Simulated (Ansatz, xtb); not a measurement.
C6H2N4: which of two isomers lies lower

We compare a, `N#Cc1cncnc1C#N`, a singlet, with b, `N#Cc1cc(C#N)ncn1`, a singlet. Both are isolated molecules in the gas phase, relaxed with PBE0-D3(BJ)/def2-SVP.

Question: Estimate which is lower in electronic energy at CCSD(T)/def2-SVP + ΔMP2/def2-TZVPP, and by roughly how much.

Answer: CCSD(T)/def2-SVP + ΔMP2/def2-TZVPP gives E(b) − E(a) = +1.01 kJ/mol, slightly favouring structure a, which is too small a margin to settle the true order.

How the difference moves with the method:

```json
{"level": "GFN2-xTB", "geometry": "GFN2-xTB", "E(b) − E(a) (kJ/mol)": "+7.21", "departure from the last row (kJ/mol)": "+6.20", "job, with rough time for the two": "optimisation, 0.13 s"}
{"level": "HF/STO-3G", "geometry": "GFN2-xTB", "E(b) − E(a) (kJ/mol)": "−2.22", "departure from the last row (kJ/mol)": "−3.23", "job, with rough time for the two": "single point, 1.1 s"}
{"level": "r2SCAN-D4/def2-SVP", "geometry": "GFN2-xTB", "E(b) − E(a) (kJ/mol)": "+2.69", "departure from the last row (kJ/mol)": "+1.68", "job, with rough time for the two": "single point, 6.7 s"}
{"level": "PBE0-D3(BJ)/def2-SVP", "geometry": "PBE0-D3(BJ)/def2-SVP", "E(b) − E(a) (kJ/mol)": "+2.29", "departure from the last row (kJ/mol)": "+1.28", "job, with rough time for the two": "optimisation, 53 s"}
{"level": "HF/def2-SVP", "geometry": "PBE0-D3(BJ)/def2-SVP", "E(b) − E(a) (kJ/mol)": "+0.95", "departure from the last row (kJ/mol)": "−0.06", "job, with rough time for the two": "part of the CCSD(T) run"}
{"level": "MP2/def2-SVP", "geometry": "PBE0-D3(BJ)/def2-SVP", "E(b) − E(a) (kJ/mol)": "−3.69", "departure from the last row (kJ/mol)": "−4.70", "job, with rough time for the two": "part of the CCSD(T) run"}
{"level": "CCSD(T)/def2-SVP", "geometry": "PBE0-D3(BJ)/def2-SVP", "E(b) − E(a) (kJ/mol)": "−0.70", "departure from the last row (kJ/mol)": "−1.71", "job, with rough time for the two": "single point"}
{"level": "CCSD(T)/def2-SVP + ΔMP2/def2-TZVPP", "geometry": "PBE0-D3(BJ)/def2-SVP", "E(b) − E(a) (kJ/mol)": "+1.01", "departure from the last row (kJ/mol)": "", "job, with rough time for the two": "single point, 3.8 min"}
```

As drawn, both hold the same kinds of bond in the same numbers.

The largest departure from CCSD(T)/def2-SVP + ΔMP2/def2-TZVPP is that of GFN2-xTB, 6.20 kJ/mol. The last row adds to CCSD(T) the change of the MP2 difference between the two basis sets, here +1.71 kJ/mol.

With thermal terms from frequencies at re-optimised GFN2-xTB minima (ideal gas, soft modes damped towards free rotors, one conformer each, 298.15 K, 1 atm): on the last row, ΔE + ΔZPE = +1.06, ΔH = +0.98, ΔG = +2.73 kJ/mol.

The correlated steps freeze 10 core orbitals. Programs: Ansatz 0.2.0, xtb 6.7.1; the last row on 2 threads of Arm Neoverse V2 on a shared host.
